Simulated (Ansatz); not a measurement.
**Which is lower?**

The two ends of one reaction step of Si2AsH9, closed shell (PBE0-D4/def2-TZVP).

A:

```csv
atom,x (Å),y (Å),z (Å)
Si1,-1.0429,-0.7173,-0.1637
H2,2.8007,0.4980,2.1874
H3,-2.1202,-1.0351,-1.1408
H4,-1.3785,-1.3756,1.1289
Si5,-0.8927,1.5947,0.1438
H6,2.6819,0.0019,1.6417
As7,1.0730,-1.5421,-0.8469
H8,0.1398,1.9042,1.1683
H9,-2.1966,2.1571,0.5877
H10,-0.5033,2.2462,-1.1361
H11,0.9530,-0.8815,-2.2133
H12,0.4858,-2.8506,-1.3569
```

B:

Si1  (-0.612, 0.332, 0.241)
H2  (0.859, 0.364, 0.013)
H3  (-1.278, -0.129, -1.006)
H4  (-0.905, -0.634, 1.333)
Si5  (-1.369, 2.468, 0.822)
H6  (2.566, -2.403, 0.004)
As7  (1.377, -2.782, -0.866)
H8  (-0.701, 2.933, 2.068)
H9  (-2.839, 2.453, 1.049)
H10  (-1.068, 3.437, -0.267)
H11  (1.911, -1.981, -2.044)
H12  (2.058, -4.056, -1.346)
(Å)

Ansatz 0.2.0; basis: def2-TZVPP; cores frozen in the correlated methods. Filled d shells of the heavier atoms are correlated. The def2 sets are not built for correlating such inner shells, so the correlated values are less sure here. B3LYP uses VWN-RPA correlation.

**Question.** Which structure is lower at CCSD(T), and by how much? (Judge from chemistry; the value comes from the calculation.)

**Answer.** Computed: A, by 1.55 kcal/mol (electronic energy, against the other). By their contacts, A is a complex of Si₂AsH₇ ([SiH3][SiH2][AsH2]) + H₂ and B is a complex of Si₂H₆ ([SiH3][SiH3]) + AsH₃.

**Question.** Do the other methods give the same order? (A judgement: the text doesn't fix the answer.)

**Answer.** The calculation gives: Not all: HF gives the other order.

| method | E(B) − E(A) (kcal/mol) |
| --- | --- |
| SPW92 | 2.33 |
| PBE-D4 | 4.20 |
| BLYP-D4 | 2.63 |
| r2SCAN-D4 | 3.08 |
| B97M-V | 0.53 |
| PBE0-D4 | 3.39 |
| B3LYP-D4 | 1.91 |
| r2SCAN0-D4 | 2.69 |
| BHLYP-D4 | 0.91 |
| CAM-B3LYP-D4 | 0.14 |
| wB97X-V | 1.22 |
| wB97M-V | 1.59 |
| B2PLYP | 1.26 |
| PBE-QIDH | 2.76 |
| RPA on PBE | 0.55 |
| HF | -3.30 |
| MP2 | 3.65 |
| CCSD | 0.43 |
| CCSD(T) | 1.55 |

T1 diagnostic: at most 0.012.

Labels in which every atom is bracketed show which atoms are joined, not bond orders.

For scale, one of the runs: CCSD(T)/def2-TZVPP, 258 basis functions, launched by `ansatz run in.yaml --threads 8 --pin off --events-out ev --progress --plain --max-ram 19148MiB`. Hardware: 8 CPU threads of an Intel Xeon, shared host. Wall time 80 s; peak host memory 5.4 GiB.
